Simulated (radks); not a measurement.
Values are calculated unless marked as measured or tabulated.
Polarisability of neutral krypton, [Kr], at imaginary frequency. Level of theory: scalar-relativistic Kohn-Sham, LDA (Slater exchange, Perdew-Wang correlation), spin-unpolarised, spherical densities, finite nucleus; Fermi nuclear charge, rms radius 4.1884 fm (a radial shooting solver on a logarithmic mesh with Libxc functionals). Response by self-consistent Sternheimer equations with the Hartree and adiabatic LDA kernel, the relativistic mass of each level held fixed and spin-orbit coupling left out.

| w (hartree) | alpha1(iw) (bohr^3) | alpha2(iw) (bohr^5) |
|---|---|---|
| 0.00266 | 18.07 | 111.0 |
| 0.0143 | 18.06 | 110.9 |
| 0.0360 | 17.98 | 110.5 |
| 0.0697 | 17.74 | 109.3 |
| 0.118 | 17.15 | 106.3 |
| 0.186 | 15.99 | 100.2 |
| 0.280 | 14.09 | 89.95 |
| 0.413 | 11.49 | 75.24 |
| 0.605 | 8.495 | 57.46 |
| 0.892 | 5.605 | 39.25 |
| 1.35 | 3.254 | 23.36 |
| 2.12 | 1.649 | 11.69 |
| 3.59 | 0.7278 | 4.686 |
| 6.94 | 0.2697 | 1.381 |
| 17.5 | 0.06454 | 0.2368 |

Static values: alpha1 = 18.08 bohr^3 (2.678 angstrom^3; uncoupled 27.79), alpha2 = 111.0 bohr^5, alpha3 = 1514 bohr^7. C6 = 140.9, C8 = 4547, triple-dipole C9 = 1829 atomic units. One-pole (London) frequency 4 C6 / (3 alpha1^2) = 0.575 hartree, against 0.345 for minus the highest occupied eigenvalue. Recommended static value: 16.78 bohr^3 (Schwerdtfeger and Nagle, 2023 table).
